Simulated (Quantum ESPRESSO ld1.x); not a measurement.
Values are calculated unless marked as measured or tabulated.
Q: The aim is the selenium ion Se2+ in [Ar] 3d10 4s2 4p2. What will ld1.x (Quantum ESPRESSO 7.5) do with this input?

```
 &input
    zed=104.0,
    iswitch=1,
    rel=0,
    lsd=1,
    dft='SLA-VWN',
    config='[Ar] 3d10 4s2 4p2',
    verbosity='high',
    prefix='ld1',
    max_out_wfc=37,
    file_charge='ld1.rho',
 /
```

A: Refused. The program stops in ld1_readin with "wrong nuclear charge zed: 104.00": zed must lie above 0 and at most 103.

Output (excerpt):

```
     Program LD1 v.7.5 starts

 %%%%%%%%%%%%%%%%%%%%%%%%%%%%%%%%%%%%%%%%%%%%%%%%%%%%%%%%%%%%%%%%%%%%%%%%%%%%%%
     Error in routine ld1_readin (1):
     wrong nuclear charge zed: 104.00
 %%%%%%%%%%%%%%%%%%%%%%%%%%%%%%%%%%%%%%%%%%%%%%%%%%%%%%%%%%%%%%%%%%%%%%%%%%%%%%

     stopping ...
```

Run on one thread of a shared host, so times are rough (Intel(R) Xeon(R) Processor @ 2.60GHz): 0.34 s of CPU time, 0.65 s wall.
